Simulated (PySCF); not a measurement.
# `F/C(=C(/C(CC)=O)F)C`, C6H8F2O

Geometry:
| atom | x (Å) | y (Å) | z (Å) |
| --- | --- | --- | --- |
| C1 | -2.650 | -0.124 | -0.849 |
| C2 | -1.735 | 0.232 | 0.312 |
| C3 | -0.283 | -0.016 | -0.010 |
| O4 | 0.114 | -0.448 | -1.069 |
| C5 | 0.646 | 0.314 | 1.087 |
| F6 | 0.076 | 0.790 | 2.221 |
| C7 | 1.979 | 0.173 | 1.026 |
| C8 | 2.755 | -0.331 | -0.132 |
| F9 | 2.720 | 0.507 | 2.094 |
| H10 | -3.687 | 0.066 | -0.584 |
| H11 | -2.539 | -1.175 | -1.107 |
| H12 | -2.395 | 0.467 | -1.725 |
| H13 | -1.846 | 1.285 | 0.586 |
| H14 | -1.989 | -0.351 | 1.202 |
| H15 | 2.434 | -1.337 | -0.397 |
| H16 | 2.580 | 0.292 | -1.008 |
| H17 | 3.813 | -0.333 | 0.116 |

Level of theory: PySCF, GIAO PBE/pcSseg-1 magnetisability, rotational g tensor and spin-rotation constants, non-relativistic, gas phase. Geometry: GFN2-xTB.

How diamagnetic is it, and how anisotropic?

Isotropic -1170 × 10⁻³⁰ J/T², or -70.5 × 10⁻⁶ cm³/mol; principal values -1388, -1107, -1015 × 10⁻³⁰ J/T², anisotropy 337 × 10⁻³⁰ J/T² (root of half the summed squared differences of the principal values). The susceptibility is in cgs units.

Split it along the inertial axes a, b, c into diamagnetic and paramagnetic parts about the centre of mass, with the quadrupole moment.


| axis | χ (10⁻⁶ cm³/mol) | diamagnetic (10⁻⁶ cm³/mol) | paramagnetic (10⁻⁶ cm³/mol) | summed x² of all electrons (Å²) | quadrupole Θ (D Å) |
| --- | --- | --- | --- | --- | --- |
| a | -66.6 | -482.6 | 416.0 | 285.0 | +2.26 |
| b | -61.2 | -1273.9 | 1212.7 | 98.5 | -4.67 |
| c | -83.6 | -1627.3 | 1543.7 | 15.2 | +2.41 |

Anisotropies 2χaa − χbb − χcc = +11.6 and 2χbb − χaa − χcc = +27.8 × 10⁻⁶ cm³/mol. Θ is traceless in Buckingham's convention.

And the rotational g tensor?


| axis | rotational constant (GHz) | g | nuclear part | electronic part |
| --- | --- | --- | --- | --- |
| a | 3.0744 | -0.0400 | 0.5609 | -0.6009 |
| b | 1.0131 | -0.0138 | 0.5634 | -0.5772 |
| c | 0.7728 | -0.0039 | 0.5565 | -0.5605 |

Asymmetric top; isotopes 12C, 19F, 1H, 16O; no vibrational averaging.
